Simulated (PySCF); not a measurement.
# Adding and removing an electron: CsTe

UHF; PySCF, scalar-relativistic core potentials, basis sets Cs def2-SVP with ECP46, Te def2-SVP with ECP28. Neutral (UHF): doublet (π ↑), Re = 3.606 Å, ωe = 102 cm⁻¹, De = 1.43 eV, HOMO -5.75 eV, LUMO -0.34 eV.

CsTe⁺ (UHF): triplet (π ↑↑), Re = 4.258 Å, ωe = 42.4 cm⁻¹, De = 0.25 eV to Cs⁺ + Te. The energies at the minima are -286.90451 hartree for CsTe and -286.73288 for CsTe⁺.

**Question.** Work out the adiabatic ionisation energy, without and with harmonic zero-point energies (1 hartree = 27.2114 eV, 1 eV = 8065.5 cm⁻¹), and the change of the bond length.

**Answer.** At UHF: 0.17163 hartree = 4.670 eV between the minima; the zero-point term (42.4 − 102.0)/2 cm⁻¹ = -0.004 eV makes it 4.667 eV. Re changes by +65.2 pm against the neutral. The electron leaves a π orbital, and the ion is left as a loose complex of an ion and an atom.

Spin–orbit coupling is left out, which matters for elements this heavy, above all for dissociation energies. For an ion De counts to the pair picked by the measured ionisation energies or electron affinities, which need not be the lowest pair at this level. Hartree–Fock leaves out correlation, which carries a large part of most bond energies and some tenths to 1 eV of ionisation energies. States were picked by a PBE0 search and need not be the measured ground states.
